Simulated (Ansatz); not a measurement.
```yaml
crystal:
  periodic: [false, false, false]
  atoms:
    - {symbol: F, position_ang: [-1.612072, 1.641658, 0.368029]}
    - {symbol: C, position_ang: [-1.246306, 0.319711, 0.299988]}
    - {symbol: C, position_ang: [-0.447764, 0.055085, -0.974425]}
    - {symbol: C, position_ang: [0.838425, -0.591512, -0.466966]}
    - {symbol: C, position_ang: [0.900590, -0.088878, 0.958601]}
    - {symbol: F, position_ang: [1.498312, 1.154351, 0.989491]}
    - {symbol: O, position_ang: [-0.417223, 0.005958, 1.377952]}
    - {symbol: H, position_ang: [-2.167212, -0.257416, 0.407603]}
    - {symbol: H, position_ang: [-0.253486, 1.013736, -1.455959]}
    - {symbol: H, position_ang: [-0.997065, -0.573363, -1.674109]}
    - {symbol: H, position_ang: [1.728165, -0.316353, -1.031441]}
    - {symbol: H, position_ang: [1.488183, -0.717402, 1.719790]}
    - {symbol: H, position_ang: [1.438183, -0.717402, 1.669790]}
basis:
  gaussian: {orbitals: def2-SVP, point_charges: [{charge: 0.50, position_ang: [5.546, 0.483, 0.202]}]}
hamiltonian: {xc: {name: wB97X-V}}
```

```sh
$ ansatz run in.yaml --threads 4 --pin off --events-out ev --progress --plain --max-ram 11315MiB
```

It prints (some lines left out):

```
Functional definition: wB97X-V
1419 factors; their error is unknown
304 factors; integrals over basis functions are off by at most 5.1e-6 eV
mean field evaluation 1: about -11537.5620 eV, gradient 5.2e1 eV
mean field evaluation 2: about -11538.0618 eV, gradient 5.2e1 eV
mean field evaluation 4: about -11543.4224 eV, gradient 2.4e0 eV
mean field evaluation 8: about -11543.4252 eV, gradient 5.2e-2 eV
mean field evaluation 16: about -11543.3879 eV, gradient 2.2e-4 eV
mean field -11543.38789322 eV, -424.2116806867 hartree, gradient 4.4e-5 eV, S^2 0.000000; 0 other end points of the search recorded, 0 dependent functions left out
reference -11543.38789174 eV, -424.2116806320 hartree; 28, 28 occupied and 100, 100 virtual orbitals, 1419 factors
Total energy: -11543.38789174 eV, -424.2116806320 hartree
```

Problem. Something in this input is off. What?

Solution. One atom was put on top of another. Self-consistency was reached. The result belongs to that input, not to the molecule as meant.
